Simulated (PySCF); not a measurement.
# C₆ coefficients of unlike pairs at BP86

Calculated with PySCF 2.14 from the dipole response of each species, C₆(A,B) = (3/π) ∫ α_A(iu) α_B(iu) du, in atomic units, from isotropic polarisabilities. For ions this is the dispersion term alone; charge-induced terms of lower order in 1/R come first.

| species | configuration | basis | relativity | α (bohr³) | C₆ (like pair) |
| --- | --- | --- | --- | --- | --- |
| W²⁺ | [Xe] 4f14 5d4 (5D) | aug-cc-pVTZ-PP with ECP60MDF (6s6p5d3f2g) | core potential | 13.91 | 82.65 |
| Tc | [Kr] 4d5 5s2 (6S) | aug-cc-pwCVTZ-PP with ECP28MDF (8s8p7d4f3g) | core potential | 81.27 | 916.8 |
| Ca²⁺ | [Ar] (1S) | aug-cc-pwCVTZ-X2C with one added diffuse shell each of s, p, d, f type (10s9p7d4f) | spin-free X2C | 3.306 | 10.91 |
| N²⁺ | [He] 2s2 2p1 (2P) | aug-cc-pVTZ (5s4p3d2f) | none | 2.586 | 3.682 |

Problem. Estimate C₆ for Tc with W²⁺.

Solution. The integral gives 246.1. The combination rule 2 C_A C_B / (C_A α_B/α_A + C_B α_A/α_B) gives 236.8 and the geometric mean 275.3.

No spin-orbit coupling is included.

The other pairs:

```
     pair     C₆
N²⁺, Ca²⁺  6.164
 N²⁺, W²⁺  17.39
 Ca²⁺, Tc  74.55
  N²⁺, Tc  49.96
Ca²⁺, W²⁺  28.78
```
